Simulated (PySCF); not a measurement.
Electron correlation in Sb⁺ (antimony, charge +1)

[Kr] 4d10 5s1 5p3, high-spin 5S determinant (an excited configuration). All numbers are calculated (PySCF 2.14, scalar relativity through the core potential, in aug-cc-pVDZ-PP with ECP28MDF (5s4p3d, 32 functions)). Frozen: 4s2 4p6 4d10; 4 electrons correlated.

| level | correlation energy (mhartree) |
| --- | --- |
| CCSD | -16.71 |
| (T) | -0.06 |
| CCSD(T) | -16.77 |
| CCSDT | -16.79 |
| FCI | -16.79 |

Diagnostics: T1 = 0.0023, D1 = 0.0033, largest double amplitude 0.037, weight of the Hartree-Fock determinant in FCI 0.9857 (8855 determinants).

Cost of the coupled-cluster step: roughly 0.1 core-seconds, for 4 correlated electrons.

Iterations:

```
CC2 = 0
CCSD nocc = (np.int64(4), np.int64(0)), nmo = (23, 23)
frozen orbitals [[0, 1, 2, 3, 4, 5, 6, 7, 8], [0, 1, 2, 3, 4, 5, 6, 7, 8]]
max_cycle = 100
direct = 0
conv_tol = 1e-08
conv_tol_normt = 1e-06
diis_space = 8
diis_start_cycle = 0
Init t2, MP2 energy = -0.0121775762902028
Init E_corr(UCCSD) = -0.0121775762952238
cycle = 1  E_corr(UCCSD) = -0.0154779306653353  dE = -0.00330035437  norm(t1,t2) = 0.0243108
cycle = 2  E_corr(UCCSD) = -0.0163723084262163  dE = -0.000894377761  norm(t1,t2) = 0.00697861
cycle = 3  E_corr(UCCSD) = -0.0167186184213206  dE = -0.000346309995  norm(t1,t2) = 0.00206237
cycle = 4  E_corr(UCCSD) = -0.0167141209838326  dE = 4.49743749e-06  norm(t1,t2) = 0.0001327
cycle = 5  E_corr(UCCSD) = -0.0167144590136257  dE = -3.38029793e-07  norm(t1,t2) = 8.78395e-06
cycle = 6  E_corr(UCCSD) = -0.0167144097166031  dE = 4.92970226e-08  norm(t1,t2) = 9.85729e-07
cycle = 7  E_corr(UCCSD) = -0.016714425987427  dE = -1.62708239e-08  norm(t1,t2) = 1.14567e-07
cycle = 8  E_corr(UCCSD) = -0.0167144236696378  dE = 2.31778921e-09  norm(t1,t2) = 2.23235e-08
UCCSD converged
E(UCCSD) = -238.8213411470509  E_corr = -0.0167144236696378
UCCSD(T) correction = -5.53797503532364e-05
```
